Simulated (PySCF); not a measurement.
C₅H₇F, SMILES F/C=C\C1CC1. Atoms are numbered in the order given.

```xyz
13

F      0.7241     2.2497     0.0000
C     -0.5185     1.7350     0.0000
C     -0.7441     0.4211     0.0000
C      0.3021    -0.6211     0.0000
C      0.0757    -1.9194     0.7501
C      0.0757    -1.9194    -0.7501
H     -1.2924     2.5069     0.0000
H     -1.7910     0.1018     0.0000
H      1.3236    -0.2327     0.0000
H      0.9292    -2.3567     1.2752
H     -0.8800    -2.0435     1.2678
H     -0.8800    -2.0435    -1.2678
H      0.9292    -2.3567    -1.2752
```
Charge 0, spin multiplicity 1.

Geometry optimised at B3LYP-D3(BJ)/def2-SVP. The structure was generated by enumeration; whether it is a known compound was not checked. One conformer was computed; it need not be the lowest.

All values below come from SMD-PBE0/def2-SVP in PySCF.

Solvation free energies are E(SMD) − E(gas) at the gas-phase geometry, for 1 M in both phases. In vacuum the dipole moment is 1.37 D.

Computed solvation free energies in water, tetrahydrofuran, N,N-dimethylformamide:
| solvent | ΔG(solv) (kcal/mol) | its non-electrostatic (CDS) part | dipole (D) |
|---|---|---|---|
| water | -0.3 | 3.7 | 1.80 |
| tetrahydrofuran | -4.2 | -1.0 | 1.70 |
| N,N-dimethylformamide | -4.0 | -0.1 | 1.78 |
